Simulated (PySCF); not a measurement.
The numbers are results of TPSSh-D3(BJ)/def2-TZVP // B3LYP-D3(BJ)/def2-TZVP (PySCF 2.14.0), not measurements. All species are isolated molecules in the gas phase. Delta-SCF ions had no search for a lower state. Excitations are Tamm–Dancoff values on a coarser integration grid. The basis has no diffuse functions, so Rydberg states are missing or too high.

Reference species (SMILES): `S=c1ccc1=S` (neutral, multiplicity 1).

| Item | Value |
|---|---|
| vertical ionisation energy (Delta-SCF) | 8.31 eV |
| T1 excitation (TDA) | 1.67 eV |
| HOMO–LUMO gap | 2.57 eV |
| S1 excitation (TDA) | 2.05 eV |

After one change: the vertical ionisation energy (Delta-SCF) rises by 0.23 eV; the T1 excitation (TDA) goes up by 0.62 eV; the HOMO–LUMO gap rises by 0.68 eV; the S1 excitation (TDA) rises by 0.81 eV.

**Question.** Which change was made? The new species is one of these.
A. `C1=Cc2ssc21`
B. `C#CC(S)=C=S` (C–C–S–H torsion 101°)
C. `C=C1c2ssc21`

**Answer.** C, `C=C1c2ssc21`
